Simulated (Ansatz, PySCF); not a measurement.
Gas-phase reaction (SMILES): C[Si](C)(C)Br + 3 [SiH4] (SiH4) -> 3 C[SiH3] + [SiH3]Br [bromosilane]; bond separation energy.

Each molecule is optimised on its own at B3LYP-D3(BJ)/def2-TZVP (Ansatz, a program for electronic structure). Cores are frozen in the correlated levels unless marked. No spin-orbit coupling. Frozen are the shells of the preceding noble gas and the d and f shells that filled before the atom's block. No relativistic terms. CBS marks a two-point X^-3 extrapolation of the correlation energy; Hartree-Fock from the larger set. The bracket is a focal-point correction in the basis named. Thermal terms are rigid-rotor harmonic-oscillator values from B3LYP-D3(BJ) frequencies (Ansatz or PySCF) at 298.15 K and 1 atm. 1 Eh = 627.5095 kcal/mol.

```csv
species,"E, RI-MP2/CBS(def2-TZVPPD,def2-QZVPPD)+[CCSD(T)-MP2]/def2-TZVPPD (Ansatz) (Eh)","E, B3LYP-D3(BJ)/def2-TZVPD (Ansatz + dftd3) (Eh)",H - E (Eh),G - E (Eh)
C[Si](C)(C)Br,-2981.43322,-2983.61287,0.12157,0.07922
C[SiH3],-330.73694,-331.26788,0.06602,0.03705
[SiH3]Br,-2863.59532,-2865.55631,0.03025,0.00042
[SiH4] (SiH4),-291.46147,-291.91976,0.03520,0.01198
```

### Question
Work out ΔE and ΔH, ΔG, ΔS and the equilibrium constant at 298.15 K at the first level, then ΔH at the second.

### Answer

1. ΔE = [3×(-330.73694) + (-2863.59532)] - [(-2981.43322) + 3×(-291.46147)] = 0.01149 Eh = 7.2 kcal/mol at RI-MP2/CBS(def2-TZVPPD,def2-QZVPPD)+[CCSD(T)-MP2]/def2-TZVPPD.
2. The terms H - E add up to 0.00114 Eh, so ΔH = (0.01149 + (0.00114))×627.5095 = 7.9 kcal/mol.
3. The terms G - E add up to -0.00359 Eh, so ΔG = 5.0 kcal/mol, and ΔS = (0.00114 - (-0.00359))×627509.5/298.15 = 10.0 cal/(mol K).
4. log10 K = -ΔG/(RT ln 10) = -3.7, with RT ln 10 = 1.3642 kcal/mol.
5. At B3LYP-D3(BJ)/def2-TZVPD the same steps give ΔE = 7.7 and ΔH = 8.4 kcal/mol, a shift of +0.5 from the first level.
6. These values are not checked against measurement here, since the tables used lack a sound gas-phase enthalpy of formation for at least one species.
